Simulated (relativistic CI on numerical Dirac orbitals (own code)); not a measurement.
Line list: Electric-dipole lines, Hg⁶²⁺

These numbers are calculated, not measured: Dirac-Coulomb-Breit CI, orbitals from a KLI potential per configuration, model QED, unscaled Slater integrals (own radial code, finite nucleus).

Configurations in the expansion (outside the closed core [Ne]): 3s2 3p6, 3s2 3p5 3d, 3s 3p6 3d, 3s2 3p5 4s, 3s2 3p5 4p, 3s2 3p5 4d, 3s 3p6 4s, 3s2 3p5 4f, 3p6 3d 4p, 3s 3p6 4p, 3s 3p6 4d, 3s 3p6 4f, 3s2 3p5 5s, 3s2 3p5 5p, 3s2 3p5 5d, 3s2 3p5 5f, 3s2 3p5 5g, 3s 3p6 5s, 3s 3p6 5p, 3s 3p6 5d, 3s2 3p5 6s, 3p6 3d2, 3p5 3d3, 3p5 3d2 4s, 3p5 3d2 4p, 3p5 3d2 4d, 3p6 3d 4s, 3p5 3d 4s2, 3p5 3d 4s 4p, 3p5 3d 4s 4d, 3p6 4s2, 3p5 4s2 4p, 3p5 4s2 4d. Double excitations out of closed p, d and f shells are left out; levels of such configurations are missing from the list, as are those of other unlisted configurations, and high levels can miss mixing partners. These lack a partner that the ground configuration has and come out too high: 3s2 3p5 4f, 3s2 3p5 5s, 3s2 3p5 5p, 3s2 3p5 5d, 3s2 3p5 5f.

```
λ vac (nm)                  Lower                   Upper   A (s⁻¹)  log gf  S velocity/length
   0.27915   3s2 3p5 3d 3F°_3 [4]   3s2 3p5 5f 3G_4 [208]  9.73e+13    0.01               0.98
   0.28536   3s2 3p5 3d 3F°_4 [6]   3s2 3p5 5f 3G_5 [211]  9.86e+13    0.12               0.98
   0.28631   3s2 3p5 3d 3D°_3 [8]   3s2 3p5 5f 3F_4 [213]  8.88e+13   -0.01               0.98
   0.36877       3s2 3p6 1S_0 [1]  3s2 3p5 4d 1P°_1 [151]  2.94e+14    0.26               0.97
   0.38805   3s2 3p5 3d 3P°_0 [2]   3s2 3p5 4f 3D_1 [155]  1.35e+14   -0.04               0.96
   0.38807  3s2 3p5 3d 3F°_2 [10]   3s2 3p5 4f 3G_3 [177]  2.64e+14    0.62               0.99
   0.38845   3s2 3p5 3d 3F°_3 [4]   3s2 3p5 4f 3F_3 [158]  5.46e+13   -0.06               0.96
   0.38864    3s 3p6 3d 3D_1 [14]   3s 3p6 4f 3F°_2 [185]  2.38e+14    0.43               0.98
   0.38866   3s2 3p5 3d 3P°_1 [3]   3s2 3p5 4f 3D_2 [157]  1.59e+14    0.26               0.97
   0.38905   3s2 3p5 3d 3D°_2 [5]   3s2 3p5 4f 3F_3 [158]  2.08e+14    0.52               0.99
   0.38913   3s2 3p5 3d 3F°_3 [4]   3s2 3p5 4f 3G_4 [156]  2.61e+14    0.73               0.99
   0.38928    3s 3p6 3d 3D_2 [15]   3s 3p6 4f 3F°_3 [186]  2.57e+14    0.61               0.98
   0.38966   3s2 3p5 3d 3P°_1 [3]   3s2 3p5 4f 3D_1 [155]  1.32e+14   -0.04               0.96
   0.38971   3s2 3p5 3d 3D°_2 [5]   3s2 3p5 4f 3D_2 [157]  8.80e+13    0.00               0.96
   0.39218  3s2 3p5 3d 3D°_1 [11]   3s2 3p5 4f 3F_2 [178]  2.29e+14    0.42               0.99
   0.40029  3s2 3p5 3d 3P°_2 [12]   3s2 3p5 4f 3D_3 [179]  2.63e+14    0.65               0.97
   0.40062   3s2 3p5 3d 3F°_4 [6]   3s2 3p5 4f 3G_5 [159]  2.71e+14    0.86               1.00
   0.40066  3s2 3p5 3d 3F°_3 [13]   3s2 3p5 4f 3G_4 [180]  2.72e+14    0.77               0.99
   0.40067    3s 3p6 3d 3D_3 [16]   3s 3p6 4f 3F°_4 [187]  2.74e+14    0.77               0.98
   0.40069   3s2 3p5 3d 1D°_2 [7]   3s2 3p5 4f 1F_3 [160]  2.30e+14    0.59               0.97
   0.40160   3s2 3p5 3d 3D°_3 [8]   3s2 3p5 4f 3F_4 [161]  2.44e+14    0.72               0.98
   0.40186    3s 3p6 3d 1D_2 [17]   3s 3p6 4f 1F°_3 [188]  2.61e+14    0.65               0.98
   0.40525   3s2 3p5 3d 1P°_1 [9]   3s2 3p5 4f 1D_2 [162]  2.16e+14    0.42               1.00
   0.95958  3s2 3p5 4f 3G_4 [156]  3s2 3p5 5g 3H°_5 [216]  6.92e+13    1.02               1.00
   0.96646  3s2 3p5 4f 3G_5 [159]  3s2 3p5 5g 3H°_6 [219]  7.15e+13    1.11               1.00
    1.5109       3s2 3p6 1S_0 [1]   3s2 3p5 3d 3D°_1 [11]  6.99e+12   -0.14               0.82
    1.5221      3p6 3d2 1G_4 [22]     3p5 3d3 1G°_4 [113]  7.91e+12    0.39               0.85
    1.5342      3p6 3d2 3F_4 [24]     3p5 3d3 3G°_5 [128]  5.38e+12    0.32               0.95
    1.6387   3s2 3p5 3d 3F°_4 [6]     3s 3p6 3d 3D_3 [16]  5.60e+12    0.20               0.97
    1.6391   3s2 3p5 3d 3F°_3 [4]     3s 3p6 3d 3D_2 [15]  6.07e+12    0.09               0.95
```

Terms are leading LS components. Brackets give the number of a level in order of energy, since labels repeat. The list gives strong lines, with weight on those to low levels, among the lowest 400 of 1357 levels, so that lines to higher ones, which can be the strongest, are missing. Levels whose partners in the same complex of configurations lie outside the list can be far off, and so can their lines. Rates are taken at the computed energies, electric ones in the length gauge. A velocity-to-length ratio far from 1 marks an uncertain rate.

At this charge energies of transitions that change n are usually good to better than 1 %, and those within a shell (Δn = 0) to a few per cent.

LS names give the leading component of a level, which can be under half, so a name can repeat, a term be missing and a line seem to break the LS rules.
